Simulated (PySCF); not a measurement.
A run that did not reach its result, on `O=C1C=CC[C@@H]1F` (driver script around PySCF, density fitting, GFN2-xTB geometry as the base; each input is a line of settings and coordinates in Å).

Command:
```bash
OMP_NUM_THREADS=1 python probes_run.py task.json out
```
Input:
```
{"job": {"kind": "nmr", "xc": "PBE0", "basis": "def2-TZVP", "pop": false, "grid": 0, "scf": {"diis": false, "max_cycle": 80}}, "charge": 0, "multiplicity": 1}
O      2.504894     0.302711    -0.120371
C      1.304626     0.255702    -0.108969
C      0.345756     1.332119    -0.375822
C     -0.907664     0.902193    -0.233390
C     -0.996318    -0.535547     0.159760
C      0.459990    -1.006809     0.187780
F      0.792916    -1.537692     1.411907
H      0.666728     2.324531    -0.634799
H     -1.798058     1.492011    -0.372517
H     -1.611683    -1.104362    -0.539089
H     -1.439900    -0.640849     1.152704
H      0.679911    -1.784693    -0.553219
```

Output:
```
final grid: 10704 points
cycle   1  E = -368.1736507317  dE =  1.204e+00  |g| = 8.914e-01  |ddm| = 2.961e+00
cycle   2  E = -367.6559983509  dE =  5.177e-01  |g| = 1.863e+00  |ddm| = 6.439e+00
cycle   3  E = -366.7123241606  dE =  9.437e-01  |g| = 3.079e+00  |ddm| = 7.154e+00
cycle   4  E = -356.1041001291  dE =  1.061e+01  |g| = 4.977e+00  |ddm| = 3.961e+01
cycle   5  E = -256.0319284969  dE =  1.001e+02  |g| = 1.989e+01  |ddm| = 7.499e+01
cycle   6  E = -222.0423496275  dE =  3.399e+01  |g| = 1.952e+01  |ddm| = 6.893e+01
cycle   7  E = -139.4253509198  dE =  8.262e+01  |g| = 2.364e+01  |ddm| = 3.604e+01
cycle   8  E = -160.0549030819  dE = -2.063e+01  |g| = 2.381e+01  |ddm| = 8.224e+01
cycle   9  E = -156.9101732817  dE =  3.145e+00  |g| = 2.204e+01  |ddm| = 8.061e+01
cycle  10  E = -161.7036523725  dE = -4.793e+00  |g| = 2.353e+01  |ddm| = 7.846e+01
... (60 lines left out)
cycle  71  E = -158.8802465508  dE =  8.375e+00  |g| = 2.204e+01  |ddm| = 7.819e+01
cycle  72  E = -167.2553489673  dE = -8.375e+00  |g| = 2.295e+01  |ddm| = 7.819e+01
cycle  73  E = -158.8802465508  dE =  8.375e+00  |g| = 2.204e+01  |ddm| = 7.819e+01
cycle  74  E = -167.2553489673  dE = -8.375e+00  |g| = 2.295e+01  |ddm| = 7.819e+01
cycle  75  E = -158.8802465508  dE =  8.375e+00  |g| = 2.204e+01  |ddm| = 7.819e+01
cycle  76  E = -167.2553489673  dE = -8.375e+00  |g| = 2.295e+01  |ddm| = 7.819e+01
cycle  77  E = -158.8802465508  dE =  8.375e+00  |g| = 2.204e+01  |ddm| = 7.819e+01
cycle  78  E = -167.2553489673  dE = -8.375e+00  |g| = 2.295e+01  |ddm| = 7.819e+01
cycle  79  E = -158.8802465508  dE =  8.375e+00  |g| = 2.204e+01  |ddm| = 7.819e+01
cycle  80  E = -167.2553489673  dE = -8.375e+00  |g| = 2.295e+01  |ddm| = 7.819e+01
SCF not converged, last energy = -167.2553489673
```

The run took 29 s wall on one thread of an Arm Neoverse V1, no GPU, shared host with 32 logical CPUs at a one-minute load of 23, and the process peaked at 0.75 GiB of memory.

Question: What went wrong, and what mends it?

Answer: The energy swings between two values 8.4 Eh apart, cycle after cycle, with a gradient of 2.3e+01 at cycle 80; DIIS was off. Go back to DIIS and a finer grid. Its energy and orbitals aren't self-consistent and shouldn't be used.
